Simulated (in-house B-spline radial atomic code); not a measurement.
Configurations of the zirconium ion Zr²⁺, with energies counted from [Kr] 4d2. Computed with a B-spline radial code for spherical atoms: scalar-relativistic (X2C) HSE06, spin-polarised, spherical fractional occupations, exact exchange averaged over the configuration, Fermi nucleus of rms radius 4.2694 fm. Shells without spins written out take the highest spin.

Occupations are held fixed; configurations that lie above the ionisation limit could autoionise.

| configuration | E - E(ref) (eV) | highest orbital | its <r> (bohr) |
| --- | --- | --- | --- |
| [Kr] 4d1 5p1 | 6.7103 | 5p up | 3.641 |
| [Kr] 4d1 4f1 | 14.792 | 4f up | 5.318 |
| [Ar] 3d10 4s2 4p5 4d2 5f1 | 47.026 | 5f up | 8.959 |
| [Ar] 3d9 4s2 4p6 4d2 4f1 | 196.88 | 4f up | 5.165 |

Problem. Order these further configurations by energy, lowest first.
A. [Ar] 3d10 4s2 4p5 4d2 5p1
B. [Kr] 4d1 5s1
C. [Ar] 3d9 4s2 4p6 4d2 5p1
D. [Ar] 3d10 4s2 4p5 4d3
E. [Kr] 4d1 5f1

Solution. B (1.974 eV), E (17.491 eV), D (27.861 eV), A (35.919 eV), C (188.26 eV).
